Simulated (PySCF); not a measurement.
**From computed data to an observable: oscillator strength and radiative lifetime**

CH₄Cl₂OSi₂, SMILES [Si]1(Cl)(Cl)[SiH2]OC1.

The structure is a stationary point at PBE-D3(BJ)/def2-SVP. The structure was generated by enumeration, and PubChem lists no compound with its InChIKey, so it may never have been made.

TDDFT-CAM-B3LYP/def2-SVPD run with PySCF 2.14.0 puts the first singlet state with f over 0.02 at 6.05 eV (vertical), with the transition dipole (-0.196, 0.316, 0.000) in atomic units.

Q: Find the oscillator strength, the wavelength and the radiative lifetime that this transition would have in vacuum if emission retraced absorption.

A: 
|μ|² = 0.1383 au, so |μ| = 0.95 D. ΔE = 6.05/27.211 = 0.2223 hartree. f = (2/3) ΔE |μ|² = 0.020 (the program prints 0.020).
λ = 1239.84/6.05 = 205 nm; ν = 48797 cm⁻¹.
Einstein's coefficient A = 0.6670 ν² f s⁻¹ (ν in cm⁻¹) = 3.3e7 s⁻¹, so τ = 1/A = 31 ns. This state is S1. The figure is the radiative limit of this one transition; relaxation, internal conversion, crossing to triplets and a medium change what is measured.
